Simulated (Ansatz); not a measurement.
Harmonic frequencies (cm⁻¹) at PBE0-D4/def2-TZVP from Ansatz: 23, 64, 87, 105, 121, 283, 302, 330, 421, 434, 449, 503, 528, 559, 660, 671, 687, 720, 872, 877, 917, 938, 940, 1151, 1920, 1921, 2200, 2209, 2212, 2222, 2226, 2594, 2693.

Each molecule was computed in one conformer, which needn't be the lowest.

Q: Which molecule is it?
A. `N=C=CC(=N)O`
B. `[SiH3]B[SiH3]`
C. `BC[SiH2]Cl`
D. `[BH2][SnH2][SiH2][SiH3]`

A: D.
